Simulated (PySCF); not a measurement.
## Unknown compound

An unknown has the formula C8H9NO. Its calculated NMR data are:

1H NMR (400 MHz, computed): δ 7.72 (s, 1H), 7.47 (m, 1H), 7.27 (d, 1H), 6.85 (d, 1H), 3.60 (br s, 2H), 2.59 (s, 3H).

13C{1H} NMR (computed): δ 200.7 (C), 152.3 (C), 141.3 (C), 134.7 (CH), 122.4 (CH), 121.2 (CH), 117.6 (CH), 29.0 (CH3).

- GFN2-xTB geometry
- σ from GIAO-PBE0/pcSseg-1
- run in PySCF 2.14
- relativity neglected, fast rotation and ring inversion assumed for equivalent nuclei, one conformer, gas phase

References, each an isolated molecule treated in the same way: 1H and 13C vs TMS.

Which of these isomers gave the spectra?
A. C#CC(=C)C(=C)CC(N)=O
B. C=C/C=C(\OC)C(=C)C#N
C. CC(=O)c1cccc(N)c1
D. CO[C@@]12CC=C(C#N)[C@@H]1C2
E. CC#CC#C[C@@H](C)NC=O
F. NC(=O)C1C=CC=CC=C1

## Answers

C. 

1. The formula gives 5 degrees of unsaturation (1 ring in the answer).
2. 8 carbon signals for 8 carbons: no two carbons are equivalent.
3. Carbon types of the structure: 3 × C, 4 × CH, 1 × CH3, leaving 2 H on heteroatoms.
4. δC 200.7: ketone carbonyl carbon; the double bond to the heteroatom, with no lone-pair donor beside it, deshields it most.
5. δC 152.3: aromatic carbon bearing nitrogen; an ipso carbon deshielded by its heteroatom.
6. δC 141.3: substituted aromatic carbon.
7. δC 134.7, 122.4, 121.2, 117.6: aromatic CH.
8. δH 2.59: hydrogen on a methyl carbon α to a carbonyl; α to C=O.

The others: C=C/C=C(\OC)C(=C)C#N would give 7 signals for carbon-bound and other non-exchanging H, not 5; NC(=O)C1C=CC=CC=C1 would give 5 carbon signals, not 8; C#CC(=C)C(=C)CC(N)=O would give 6 signals for carbon-bound and other non-exchanging H, not 5; CC#CC#C[C@@H](C)NC=O would give 4 signals for carbon-bound and other non-exchanging H, not 5; CO[C@@]12CC=C(C#N)[C@@H]1C2 would give 7 signals for carbon-bound and other non-exchanging H, not 5.

OH and NH positions are those of a molecule without intermolecular hydrogen bonds; in solution they move with solvent, concentration and temperature, and exchange usually removes their couplings. Shifts are as computed. Against solution values, carbons near 30 ppm lie about +3 ppm off and those near 130 ppm about +5 ppm. Of 1211 compounds with measured shifts, 218 miss one by over three times the rms of a fit or turn the order of signals round; such compounds aren't used in these exercises. No couplings were computed; multiplicities are counted from neighbouring protons, with m where these are inequivalent, close in shift, in a saturated or five-membered ring or joined by F or P, and br s for small geminal =CH2 splittings.
